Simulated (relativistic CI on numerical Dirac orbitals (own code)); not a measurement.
Level scheme of Bi⁶⁹⁺

These numbers are calculated, not measured: Dirac-Coulomb-Breit CI, orbitals from a KLI potential per configuration, model QED (radiative potential, 1s self-energy scaled to tabulated hydrogen-like ionisation energies), unscaled Slater integrals (own radial code, finite nucleus).

Configuration list (outside the closed core [Ne]): 3s²3p², 3s²3p3d, 3s3p³, 3s²3d², 3p⁴, 3s3p²3d, 3p²3d², 3s3p3d², 3p³3d, 3s²3d4s, 3s²3d4p, 3s²3p4s, 3s3p3d4s, 3p³4s, 3s3p3d4p, 3p³4p, 3s²3p4p, 3p²3d4s, 3s²3p4d, 3s²3p4f, 3s3p²4s, 3p²3d4p, 3s3p²4p, 3s3p²4d, 3s3p²4f, 3s²4s², 3s²3p5s, 3s²3p5p, 3s²4s4p, 3s²3p5d, 3s²3p5f, 3s²3p5g, 3s²4p², 3s3p4s², 3s3p4s4p, 3s3p²5s. Levels of other configurations are missing.

The lowest level is 3s²3p² ³P0, with 68 % of that term; Hund's rules for 3s²3p² give ³P with J = 0, in agreement.

```
No.     Configuration  Term  J   E (Ry)    %  Next component (%)
  1            3s²3p²    ³P  0    0.000   68               32 ¹S
  2            3s²3p²    ³P  1   45.056  100                    
  3            3s²3p²    ¹D  2   45.832   65               34 ³P
  4        3s3p³(2P°)   ³P°  2   60.104   47              25 ⁵S°
  5        3s3p³(2D°)   ³D°  1   62.346   25              24 ¹P°
  6           3s²3p3d   ³F°  2   63.761   74              19 ¹D°
  7           3s²3p3d   ³D°  1   67.796   41              24 ¹P°
  8           3s²3p3d   ³P°  2   75.647   46              34 ³D°
  9           3s²3p3d   ³F°  3   75.792   49              28 ¹F°
 10   3s3p²(1S)<2S>3d    ³D  1   79.234   46               36 ⁵F
 11   3s3p²(1S)<2S>3d    ³D  2   79.882   30               16 ⁵F
 12   3s3p²(1S)<2S>3d    ³D  3   90.723   37               18 ⁵D
 13            3s²3p²    ³P  2   91.514   63               33 ¹D
 14   3s3p²(3P)<4P>3d    ³F  2   91.959   26               25 ³D
 15            3s²3p²    ¹S  0   93.268   67               31 ³P
 16        3s3p³(2D°)   ³D°  2  104.255   49              45 ⁵S°
 17        3s3p³(2D°)   ³D°  3  105.913   95       3 3s²3p3d ³F°
 18        3s3p³(2P°)   ³P°  0  106.799   83      16 3s²3p3d ³P°
 19        3s3p³(2D°)   ¹D°  2  108.015   52      15 3s²3p3d ³D°
 20        3s3p³(2P°)   ³P°  1  108.139   30              19 ³D°
 21        3s3p³(4S°)   ³S°  1  109.200   30              30 ³P°
 22           3s²3p3d   ³F°  3  112.039   47              38 ¹F°
 23           3s²3p3d   ³P°  1  112.657   43              31 ³D°
 24           3s²3p3d   ³D°  2  112.688   36        23 3s3p³ ¹D°
 25           3s²3p3d   ³P°  0  112.723   83        16 3s3p³ ³P°
 26           3s²3p3d   ³F°  4  120.114   99                    
 27           3s²3p3d   ³P°  2  121.020   43              43 ¹D°
 28   3s3p²(3P)<4P>3d    ⁵F  2  121.801   30               19 ³F
 29   3s3p²(3P)<4P>3d    ⁵D  0  122.271   76               16 ³P
 30   3s3p²(3P)<4P>3d    ⁵D  1  122.494   50               23 ⁵F
 31           3s²3p3d   ³D°  3  122.842   64              33 ¹F°
 32   3s3p²(3P)<4P>3d    ⁵F  3  123.006   42               36 ³F
 33           3s²3p3d   ¹P°  1  123.780   62              26 ³P°
 34               3p⁴    ³P  2  123.783   35               18 ¹D
 35   3s3p²(1D)<2D>3d    ³G  4  124.519   32               28 ³F
 36               3p⁴    ¹S  0  125.010   44               24 ³P
 37   3s3p²(3P)<2P>3d    ³F  2  125.667   55               12 ³P
 38   3s3p²(3P)<4P>3d    ³D  3  126.345   32               18 ¹F
 39   3s3p²(1D)<2D>3d    ³P  1  126.748   28               25 ⁵P
 40   3s3p²(1D)<2D>3d    ³D  2  127.076   27               18 ⁵P
 41   3s3p²(1D)<2D>3d    ³G  3  127.081   41               23 ³F
 42   3s3p²(3P)<2P>3d    ³D  1  127.192   46               16 ¹P
 43   3s3p²(3P)<2P>3d    ³F  2  129.449   28        15 3s²3d² ³F
 44   3s3p²(1D)<2D>3d    ³D  1  129.543   42               23 ³P
 45   3s3p²(1D)<2D>3d    ³P  0  129.811   46        20 3s²3d² ³P
 46   3s3p²(3P)<4P>3d    ⁵D  4  132.393   46               35 ⁵F
 47            3s²3d²    ³F  2  133.185   44               17 ¹D
 48   3s3p²(3P)<4P>3d    ³P  2  134.246   33               17 ⁵D
 49   3s3p²(1D)<2D>3d    ³G  5  134.409   62               38 ⁵F
 50   3s3p²(3P)<4P>3d    ³F  3  135.071   41               27 ⁵P
 51            3s²3d²    ³P  0  135.452   45       26 3s3p²3d ³P
 52   3s3p²(1D)<2D>3d    ³D  3  135.998   63               11 ¹F
 53   3s3p²(3P)<4P>3d    ³P  1  136.081   36               30 ³D
 54   3s3p²(1D)<2D>3d    ³F  4  136.296   43               34 ¹G
 55   3s3p²(1D)<2D>3d    ¹D  2  136.627   34               21 ³P
 56   3s3p²(3P)<2P>3d    ³D  3  137.227   39               23 ³F
 57   3s3p²(3P)<2P>3d    ³F  4  137.496   50               28 ³G
 58   3s3p²(3P)<4P>3d    ³D  1  137.708   36               27 ¹P
 59   3s3p²(1D)<2D>3d    ³S  1  138.778   26               22 ¹P
 60   3s3p²(3P)<2P>3d    ¹F  3  138.889   36               29 ³F
 61   3s3p²(1D)<2D>3d    ³D  2  138.908   23               21 ³P
 62   3s3p²(3P)<4P>3d    ³P  0  139.036   47               41 ¹S
 63   3s3p²(3P)<2P>3d    ³D  2  139.707   33               31 ³P
 64        3p³(2P°)3d   ³D°  2  140.630   18              17 ³F°
 65        3p³(2P°)3d   ³P°  0  141.899   50              19 ⁵D°
 66            3s²3d²    ³F  3  142.351   73       10 3s3p²3d ³F
 67        3p³(2P°)3d   ³F°  3  142.418   21              17 ³G°
 68        3p³(2P°)3d   ³D°  1  142.513   31              24 ³P°
 69  3s3p<3P°>3d²(3F)   ⁵G°  2  142.656   40              23 ³F°
 70            3s²3d²    ¹G  4  143.190   62               23 ³F
```

Energies count from the lowest computed level; ° marks odd parity. Percentages are summed over parent terms; the parents shown are those of the largest component, closed shells are left out there, and <> holds an intermediate term.

The mean weight of the leading LS term, summed over parents, in these 70 levels is 47 %, and that of the leading jj configuration (from the same eigenvectors) 88 %, so jj coupling describes them better and the LS labels are nominal.

At this charge energies of transitions that change n are usually good to better than 1 %, and those within a shell (Δn = 0) to a few per cent.

LS names give the leading component of a level, which can be under half, so a name can repeat, a term be missing and a line seem to break the LS rules.
